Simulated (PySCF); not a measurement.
(Z)-1,2-dichloro-1-fluoroprop-1-ene (C3H3Cl2F), SMILES C/C(Cl)=C(\F)Cl. Atoms are numbered in the order given.

```xyz
9

C     -1.4950     1.6798     0.0000
C     -0.3472     0.7203     0.0000
Cl     1.2443     1.4191     0.0000
C     -0.4855    -0.6165     0.0000
F     -1.6961    -1.1787     0.0000
Cl     0.7898    -1.7653     0.0000
H     -2.4482     1.1353     0.0000
H     -1.4511     2.3280     0.8899
H     -1.4511     2.3280    -0.8899
```

Geometry: TPSSh-D3(BJ)/def2-SVP.

Method: TDA-PBE0/def2-SVPD (PySCF 2.14.0).

Vertical excitations. Gas-phase values at a fixed geometry. State labels are in the subgroup Cs.

**Question.** Give excitation energies, oscillator strengths and character. (Estimate from the structure and the level; the computed values follow.)

**Answer.** 
| state | symmetry | energy (eV) | λ (nm) | f | main pairs |
|---|---|---|---|---|---|
| S1 | A" | 5.61 | 221 | 0.000 | HOMO→LUMO+1 98 % |
| S2 | A" | 6.53 | 190 | 0.003 | HOMO→LUMO+2 93 % |
| S3 | A" | 6.88 | 180 | 0.008 | HOMO→LUMO+3 90 % |
| S4 | A' | 6.92 | 179 | 0.531 | HOMO→LUMO 88 % |
| S5 | A" | 7.26 | 171 | 0.000 | HOMO−1→LUMO 99 % |
| S6 | A' | 7.60 | 163 | 0.002 | HOMO−1→LUMO+1 95 % |
| S7 | A" | 7.81 | 159 | 0.000 | HOMO→LUMO+4 90 % |
| S8 | A" | 7.92 | 157 | 0.014 | HOMO→LUMO+5 90 % |
| S9 | A" | 8.00 | 155 | 0.001 | HOMO−3→LUMO 98 % |
| S10 | A' | 8.19 | 151 | 0.030 | HOMO→LUMO+6 90 % |
| T1 | A' | 3.91 | 317 | 0 | HOMO→LUMO 95 % |
| T2 | A" | 5.10 | 243 | 0 | HOMO→LUMO+1 96 % |
| T3 | A" | 6.04 | 205 | 0 | HOMO→LUMO+2 55 %, HOMO→LUMO+3 33 % |
| T4 | A" | 6.62 | 187 | 0 | HOMO→LUMO+3 51 %, HOMO→LUMO+2 40 % |
Triplets are in the Tamm–Dancoff approximation.
